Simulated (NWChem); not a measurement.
TeCl3, doublet; SMILES Cl[Te](Cl)Cl

Computed with NWChem. Spin-unrestricted. In the optimisation the excess spin sits in a' (Cs, its own frame). The geometry was optimised at PBE-D3(BJ)/def2-SVP, spin-unrestricted. The spin multiplicity was typed, not searched, and may not be the lowest. No stability test was run on the SCF state. def2 effective core potentials on Te; no spin-orbit coupling.

For level UHF/def2-SVPD:

| Property | Value |
|---|---|
| highest occupied level (eV) | -10.96 |
| lowest empty minus highest occupied level, either spin (eV) | 8.67 |
| dipole (D) | 0.92 |

Question: How do the values read with level UHF/def2-SVP instead?

Answer: 
- highest occupied level (eV) = -10.58
- lowest empty minus highest occupied level, either spin (eV) = 8.44
- dipole (D) = 1.11
